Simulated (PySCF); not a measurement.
A structure optimised at PBE-D3(BJ)/def2-SVP, used in a PySCF frequency run:

```
B
O 1 1.3920
C 2 1.3945 1 108.36
C 3 1.3482 2 114.28 1 0.00
H 4 1.0985 3 124.60 2 180.00
H 3 1.0989 4 130.55 5 0.00
C 4 1.5084 5 126.50 3 180.00
H 7 1.1142 4 113.19 5 59.55
H 7 1.1142 8 104.82 4 123.82
C 1 1.5672 2 120.85 3 180.00
H 10 1.1073 1 112.86 2 0.00
H 10 1.1113 11 108.44 1 122.96
H 10 1.1113 11 108.44 12 114.07
```
Charge 0, spin multiplicity 1.

Question: Write its SMILES, formula and point group.

Answer: CB1CC=CO1, C4H7BO, Cs

Question: What are its rotational constants (standard atomic weights)?

Answer: 7.5680, 3.1559, 2.2907 GHz
